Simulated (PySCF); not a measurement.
Bonding in `[SiH3]Cc1cn2ccccc2n1`

Species: C₈H₁₀N₂Si.
SMILES with atom numbers: `[SiH3:1][CH2:2][c:3]1[cH:4][n:5]2[cH:6][cH:7][cH:8][cH:9][c:10]2[n:11]1` (hydrogens: H12, H13, H14 on Si1; H15, H16 on C2; H17 on C4; H18 on C6; H19 on C7; H20 on C8; H21 on C9)

Cartesian coordinates in Å at the GFN2-xTB level; atoms count from 1:
```
atom  x, y, z in Å
Si1    3.5485    0.2862    0.3125
C2     2.4149   -0.3441   -1.0902
C3     0.9980   -0.2380   -0.6825
C4     0.2126   -1.2021   -0.0806
N5    -0.9972   -0.6258    0.1446
C6    -2.1354   -1.1003    0.6978
C7    -3.2230   -0.2861    0.7987
C8    -3.1634    1.0420    0.3311
C9    -2.0137    1.5261   -0.2299
C10   -0.8982    0.6862   -0.3321
N11    0.3049    0.9136   -0.8255
H12    4.9376    0.1538   -0.1332
H13    3.3360   -0.5538    1.4958
H14    3.2367    1.6772    0.6243
H15    2.5729    0.2624   -1.9809
H16    2.6535   -1.3798   -1.3320
H17    0.4277   -2.2179    0.1824
H18   -2.1260   -2.1249    1.0395
H19   -4.1312   -0.6633    1.2396
H20   -4.0349    1.6713    0.4194
H21   -1.9294    2.5340   -0.5993
```

Bond orders from the PBE0/pcSseg-1 density (PySCF). Isolated species at its GFN2-xTB geometry (one conformer only).

Task: How far do the computed orders between heavy atoms stray from the drawn ones?

Result: The largest departure is 0.540, at C10–N5 (drawn aromatic, 0.960), counting aromatic bonds as 1.5. The bonds drawn aromatic range from 0.96 to 1.56.

Task: Give the Mayer order of every bond between heavy atoms, beside its length.

Result: 
| bond | drawn as | length (Å) | Mayer order |
| --- | --- | --- | --- |
| Si1–C2 | single | 1.910 | 0.894 |
| C2–C3 | single | 1.478 | 1.052 |
| C3–C4 | aromatic | 1.382 | 1.417 |
| C4–N5 | aromatic | 1.359 | 1.115 |
| N5–C6 | aromatic | 1.352 | 1.080 |
| C6–C7 | aromatic | 1.362 | 1.561 |
| C7–C8 | aromatic | 1.409 | 1.285 |
| C8–C9 | aromatic | 1.368 | 1.558 |
| C9–C10 | aromatic | 1.400 | 1.279 |
| C10–N11 | aromatic | 1.320 | 1.452 |
| N11–C3 | aromatic | 1.352 | 1.407 |
| C10–N5 | aromatic | 1.399 | 0.960 |

Bonds between the same two heavy elements. C–C: lowest C2–C3 (1.052, 1.478 Å), highest C6–C7 and C8–C9 (1.561, 1.362 Å). C–N: lowest C10–N5 (0.960, 1.399 Å), highest C10–N11 (1.452, 1.320 Å); in 1 of the 10 pairs the longer bond (by over 0.003 Å) has the higher order (by 0.02 or more). Bonds named together lie within 0.004.

Task: And the bonds to hydrogen?

Result: H–Si: 0.94 to 0.95 (3 bonds); C–H: 0.93 to 0.99 (7 bonds).

Task: Sum the orders of all bonds at each heavy atom with more than one neighbour and set the sums beside the valence in the SMILES.

Result: Si1 3.724 (drawn 4), C2 3.817 (drawn 4), C3 3.876 (drawn 4), C4 3.520 (drawn 4), N5 3.155 (drawn 3), C6 3.605 (drawn 4), C7 3.809 (drawn 4), C8 3.808 (drawn 4), C9 3.793 (drawn 4), C10 3.691 (drawn 4), N11 2.859 (drawn 3). Orders between atoms that aren't bonded are not in these sums.

Mayer orders depend on the basis set.
